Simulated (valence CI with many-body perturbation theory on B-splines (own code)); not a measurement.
**Ladder of approximations for Eu29+**

Calculated by valence CI with perturbative core correlation (CI+MBPT): six valence electrons over a frozen Dirac-Fock core [Ar] 3d10, a basis of 9 s, 9 p, 8 d, 6 f, 3 g, 1 h functions for each j, with the one-electron correlation potential Σ1, the two-electron term Σ2, the three-electron term Σ3, Breit, model QED; selected CI, second order for the rest, scaled by the run's own slope (own B-spline code, finite nucleus).

The last digits are not significant, and no measured levels were compared; by estimate large intervals hold to a few tenths of a per cent, small ones and those within an open d or f shell to about a per cent. Among the levels kept, up to 630 cm⁻¹ of a level comes from second order outside the variational space, and about a tenth of that is noise between levels of different J, which matters for small intervals.

Each rung adds one term. CI alone is the Dirac-Coulomb CI over the frozen core; QED comes last and gives the full result, which names the levels. Energies are above (4s^2 4p1/2^2 4p3/2^2) J=2 on the same rung, in eV.

Levels are named by their leading jj configuration (3d3/2^4 stands for four electrons in 3d with j = 3/2), which in mixed levels can hold well under half, so a name can repeat and another be missing. Letters in brackets count levels of one name in rising energy.

```tsv
Level	CI alone	Σ1	Σ2	Σ3	Breit	QED	Full
(4s^2 4p1/2^2 4p3/2^2) J=0	6.80	+0.004	-0.104	-0.031	+0.020	-0.002	6.68
(4s^2 4p1/2 4p3/2^3) J=1	37.40	+0.164	+0.146	+0.009	-0.453	+0.056	37.33
(4s^2 4p1/2 4p3/2^3) J=2	41.11	+0.165	+0.088	-0.007	-0.477	+0.057	40.93
(4s^2 4p3/2^4) J=0	81.45	+0.329	+0.190	-0.016	-0.908	+0.109	81.15
(4s 4p1/2^2 4p3/2^3) J=2	107.61	+0.071	+0.152	+0.075	-0.125	-0.429	107.35
(4s^2 4p1/2^2 4p3/2 4d3/2) J=1	112.28	-0.021	+0.003	+0.069	-0.172	-0.262	111.90
(4s^2 4p1/2^2 4p3/2 4d3/2) J=2	115.58	-0.106	-0.099	+0.057	-0.247	-0.102	115.08
(4s^2 4p1/2^2 4p3/2 4d3/2) J=0	116.92	-0.116	-0.129	+0.059	-0.214	-0.090	116.43
(4s^2 4p1/2^2 4p3/2 4d3/2) J=3	117.40	-0.113	-0.109	+0.052	-0.287	-0.082	116.86
(4s^2 4p1/2^2 4p3/2 4d5/2) J=4	124.38	-0.059	-0.135	+0.061	-0.470	-0.061	123.72
(4s 4p1/2^2 4p3/2^3) J=1	124.58	+0.013	-0.353	+0.035	-0.229	-0.273	123.77
(4s^2 4p1/2^2 4p3/2 4d5/2) J=2	129.90	-0.030	-0.367	+0.043	-0.430	-0.109	129.00
(4s^2 4p1/2^2 4p3/2 4d5/2) J=3	134.16	-0.052	-0.448	+0.018	-0.458	-0.062	133.16
(4s^2 4p1/2^2 4p3/2 4d5/2) J=1	138.64	-0.037	-0.467	-0.016	-0.429	-0.083	137.61
(4s 4p1/2 4p3/2^4) J=0	143.94	+0.183	+0.320	+0.081	-0.569	-0.304	143.65
(4s^2 4p1/2 4p3/2^2 4d3/2) J=1 [a]	147.48	+0.100	+0.139	+0.084	-0.646	-0.141	147.01
(4s^2 4p1/2 4p3/2^2 4d3/2) J=2 [a]	149.44	+0.039	+0.063	+0.085	-0.707	-0.028	148.89
(4s^2 4p1/2 4p3/2^2 4d3/2) J=0	151.69	+0.094	+0.066	+0.087	-0.720	-0.101	151.11
(4s^2 4p1/2 4p3/2^2 4d3/2) J=3 [a]	152.02	+0.045	+0.039	+0.074	-0.754	-0.026	151.40
(4s^2 4p1/2 4p3/2^2 4d5/2) J=1 [a]	153.56	+0.141	-0.032	+0.070	-0.707	-0.181	152.85
(4s^2 4p1/2 4p3/2^2 4d3/2) J=4	155.76	+0.046	+0.007	+0.051	-0.780	-0.026	155.06
(4s^2 4p1/2 4p3/2^2 4d5/2) J=3 [a]	157.36	+0.098	+0.047	+0.091	-0.904	-0.006	156.68
(4s^2 4p1/2 4p3/2^2 4d5/2) J=4 [a]	158.37	+0.095	+0.030	+0.075	-0.899	-0.007	157.66
(4s^2 4p1/2 4p3/2^2 4d3/2) J=2 [b]	159.87	+0.047	-0.111	+0.030	-0.722	-0.030	159.08
(4s^2 4p1/2 4p3/2^2 4d5/2) J=4 [b]	162.49	+0.100	-0.002	+0.061	-0.946	-0.006	161.70
(4s^2 4p1/2 4p3/2^2 4d5/2) J=5	163.88	+0.102	-0.014	+0.049	-0.966	-0.011	163.04
(4s^2 4p1/2 4p3/2^2 4d3/2) J=1 [b]	166.44	+0.089	-0.705	+0.016	-0.733	-0.072	165.04
(4s^2 4p1/2 4p3/2^2 4d3/2) J=2 [c]	168.26	+0.061	-0.926	-0.007	-0.708	-0.055	166.62
(4s^2 4p1/2 4p3/2^2 4d3/2) J=3 [b]	169.71	+0.046	-0.992	-0.027	-0.731	-0.029	167.98
(4s^2 4p1/2 4p3/2^2 4d5/2) J=2 [a]	169.98	+0.103	-0.133	+0.016	-0.880	-0.008	169.08
(4s^2 4p1/2 4p3/2^2 4d5/2) J=0	170.47	+0.133	-0.341	+0.026	-0.847	-0.080	169.36
```

The middle columns are the shifts that each term adds.

**Question.** How does the ionisation energy move along the ladder, and which term matters most?

**Answer.** CI alone 1125.1, + Σ1 1126.4, + Σ2 1126.7, + Σ3 1126.3, + Breit 1125.6, + QED 1125.6 eV. The largest step is Σ1, 1.4 eV. NIST lists 1124 ± 4 eV (theoretical).
